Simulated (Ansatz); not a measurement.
CH$_{4}$BFGe (`F[B]1[CH2][GeH2]1`). The species carries charge 0 and has multiplicity 1.

```xyz
8

F     0.188   -1.747   -1.662
B     0.121   -1.017   -0.571
C     0.998   -0.011    0.092
Ge   -1.121    0.312    0.240
H     1.120   -0.030    1.173
H     1.803    0.516   -0.416
H    -1.325    0.555    1.736
H    -1.785    1.421   -0.592
```

(1) What are the harmonic wavenumbers in cm⁻¹ at PBE0-D4/def2-TZVP (Ansatz, finite differences of forces, unscaled)? (Estimate.)

(2) Is this a minimum?

(3) Give the ideal-gas thermochemistry at 298.15 K and 1 bar (rigid rotor, harmonic oscillator; point group C1, symmetry number 1).

(4) And at 400, 500, 600, 800 and 1000 K?

Answers

(1) The calculation gave: 187, 315, 333, 399, 480, 545, 626, 712, 751, 841, 878, 1029, 1369, 1495, 2143, 2179, 3121, 3197.

(2) Yes, all 18 modes are real.

(3) Zero-point energy 123.2 kJ/mol; H(298) − E = 140.0 kJ/mol; entropy 312.0 J/(mol·K), of which translation 168.4, rotation 108.2, vibration 35.4; G(298) − E = 47.0 kJ/mol.

(4) 
```tsv
T (K)	H − E (kJ/mol)	S (J/mol/K)	G − E (kJ/mol)
400	149.9	340.5	13.7
500	161.0	365.2	-21.6
600	173.2	387.4	-59.2
800	199.9	425.7	-140.6
1000	229.0	458.1	-229.1
```
